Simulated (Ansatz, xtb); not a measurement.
**Two structures of ClGeH3NSi**

Structure a is a doublet given by its coordinates and structure b is a doublet given by its coordinates. Both are isolated molecules in the gas phase, relaxed with B3LYP-D3(BJ)/def2-SVP.

a (Å):

```yaml
atoms:
  - { symbol: Cl, position_ang: [-1.6352, 1.0784, -1.9363] }
  - { symbol: Ge, position_ang: [-1.1251, 1.6808, 0.1588] }
  - { symbol: N, position_ang: [-1.4308, 0.0098, 0.9102] }
  - { symbol: Si, position_ang: [-1.3967, -0.4503, 2.6015] }
  - { symbol: H, position_ang: [-0.5726, -1.6862, 2.8100] }
  - { symbol: H, position_ang: [-0.8104, 0.7115, 3.3418] }
  - { symbol: H, position_ang: [-1.7158, -0.7087, 0.2406] }
```

Close contacts (Å): Cl1–Ge2 2.24, Ge2–N3 1.86, N3–Si4 1.75, N3–H7 1.02, Si4–H5 1.50, Si4–H6 1.50.

b (Å):

```yaml
atoms:
  - { symbol: Cl, position_ang: [-2.6469, 2.6187, -1.7089] }
  - { symbol: Ge, position_ang: [1.1089, 0.0718, -2.0136] }
  - { symbol: N, position_ang: [-0.6326, 0.1954, -1.3756] }
  - { symbol: Si, position_ang: [-1.3476, 1.5209, -0.5006] }
  - { symbol: H, position_ang: [-0.2492, 2.4135, -0.0633] }
  - { symbol: H, position_ang: [-1.2602, -0.5795, -1.6001] }
  - { symbol: H, position_ang: [-2.1612, 1.0259, 0.6412] }
```

Close contacts (Å): Cl1–Si4 2.09, Ge2–N3 1.86, N3–Si4 1.74, N3–H6 1.02, Si4–H5 1.48, Si4–H7 1.49.

Quicker runs give these differences E(b) − E(a): GFN2-xTB +46.3 kJ/mol; HF/STO-3G −11.2 kJ/mol (at GFN2-xTB geometries); r2SCAN-D4/def2-SVP −40.6 kJ/mol (at GFN2-xTB geometries).

Task: Estimate E(b) − E(a) at the level CCSD(T)/def2-SVP + ΔMP2/def2-TZVPP.

Result: Calculated at CCSD(T)/def2-SVP + ΔMP2/def2-TZVPP: E(b) − E(a) = −63.8 kJ/mol, so structure b lies lower.

Level by level:

```tsv
level	geometry	E(b) − E(a) (kJ/mol)	departure from the last row (kJ/mol)	job, with rough time for the two
GFN2-xTB	GFN2-xTB	+46.3	+110.1	optimisation, 0.26 s
HF/STO-3G	GFN2-xTB	−11.2	+52.6	single point, 1.1 s
r2SCAN-D4/def2-SVP	GFN2-xTB	−40.6	+23.3	single point, 6.6 s
B3LYP-D3(BJ)/def2-SVP	B3LYP-D3(BJ)/def2-SVP	−45.5	+18.3	optimisation, 92 s
HF/def2-SVP	B3LYP-D3(BJ)/def2-SVP	−74.3	−10.5	part of the CCSD(T) run
MP2/def2-SVP	B3LYP-D3(BJ)/def2-SVP	−67.0	−3.1	part of the CCSD(T) run
CCSD(T)/def2-SVP	B3LYP-D3(BJ)/def2-SVP	−64.9	−1.1	single point
CCSD(T)/def2-SVP + ΔMP2/def2-TZVPP	B3LYP-D3(BJ)/def2-SVP	−63.8		single point, 59 s
```

GFN2-xTB puts the two in the other order. The largest departure from CCSD(T)/def2-SVP + ΔMP2/def2-TZVPP is that of GFN2-xTB, 110.1 kJ/mol. The last row adds to CCSD(T) the change of the MP2 difference between the two basis sets, here +1.1 kJ/mol.

With harmonic frequencies from B3LYP-D3(BJ)/def2-SVP (ideal gas, rigid rotor, one conformer each, 298.15 K, 1 atm): on the last row, ΔE + ΔZPE = −58.5 kJ/mol. A mode under 50 cm⁻¹ makes harmonic enthalpies and free energies unreliable, so none is given.

Open shells are spin-unrestricted. The correlated steps freeze 20 core orbitals; the filled d shell of Ge is correlated, in a basis made for valence electrons. Programs: Ansatz 0.2.0, xtb 6.7.1; the last row on 2 threads of Arm Neoverse V2 on a shared host.
